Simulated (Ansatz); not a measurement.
def2 core potentials replace the inner electrons of Sb.

A geometry relaxed with B3LYP-D3(BJ)/def2-SVP run with Ansatz (a quantum-chemistry and plane-wave program), charge 0, multiplicity 1:

```xyz
16

O      2.5967     1.4295     1.3490
C      0.2663    -0.2869     0.4034
C     -0.6620     0.4624     1.1421
C     -0.1136    -0.8471    -0.8241
Sb     2.2761    -0.5374     1.1624
H     -0.3692     0.9250     2.0897
C     -1.9623     0.6430     0.6616
H     -1.7075    -1.0987    -2.2621
C     -1.4148    -0.6654    -1.3021
H     -3.3562     0.2154    -0.9353
H      0.6214    -1.4030    -1.4109
H     -2.6811     1.2300     1.2389
H      2.0950     1.9122     0.6736
H      3.8312    -1.1894    -0.7109
O      2.9194    -0.8651    -0.7157
C     -2.3395     0.0756    -0.5595
```

Question: Write the SMILES of this molecule.

Answer: `[OH][Sb]([OH])[c]1ccccc1`
